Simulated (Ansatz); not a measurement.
Sr2Se, relaxed as a singlet with RKS r2SCAN-D4/def2-TZVP in Ansatz, starting from the GFN2-xTB geometry. Force threshold 0.02 eV/Å.

In the def2 sets Sr takes a core potential; there is no spin–orbit coupling. The restricted singlet is unstable: a solution with broken spin symmetry lies lower. The structure comes from a short search, and lower isomers may exist.

Start:

```xyz
3

Sr   -1.4355    0.2712   -1.1114
Sr    0.0653    0.0176    1.8362
Se    1.3702   -0.2888   -0.7249
```

```
step  energy (eV)  largest force component (eV/Å)  SCF passes
   1  -67023.1552                           0.954          21
   2  -67023.3959                           0.046          29
   3  -67023.3963                           0.005          26
```

Force components are those of the run's own axes.

End:

```xyz
3

Sr   -1.435    0.268   -1.316
Sr    0.231   -0.014    1.952
Se    1.205   -0.254   -0.636
```

By distances, no bond broke or formed. The bond that changes most is Sr2–Se3, from 2.89 to 2.78 Å (atoms count from 1).

No frequencies were taken in this run, so the end may be a saddle point.

Run time 6.5 s (4 threads of Arm Neoverse V1 on a shared host).
